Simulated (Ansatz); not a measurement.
(HBe-mu-H)2 (Be2H4). Charge 0, multiplicity 3. Geometry PBE-D4/def2-TZVP, that of the neutral singlet; atoms count from 1.

Cartesian coordinates in Å:
```
Be 0.656 -0.762 0.067
H 1.529 -1.775 0.153
H -0.829 -0.710 0.042
Be -0.656 0.763 -0.066
H -1.529 1.774 -0.158
H 0.829 0.710 -0.039
```

At PBE0-D4/def2-TZVP a singlet of charge 0 lies 4.75 eV below the triplet at the same geometry.

(1) Estimate the Mulliken populations from the PBE0/def2-TZVP orbitals of Ansatz.

(2) Where does the spin sit?

(3) And the Mayer bond orders between heavy atoms (over 0.3)?

Answers

(1) 
```csv
atom,charge (e),spin (α − β)
Be1,-0.17,0.70
H2,0.07,0.27
H3,0.12,0.09
Be4,-0.17,0.70
H5,0.07,0.27
H6,0.09,-0.02
```
Mulliken values depend strongly on the basis.

(2) Summed by element: Be 1.39, H 0.61, of 2 unpaired in all. Largest on single atoms: Be4 0.70, Be1 0.70, H5 0.27.

(3) Be1–Be4 1.22 (2.02 Å).
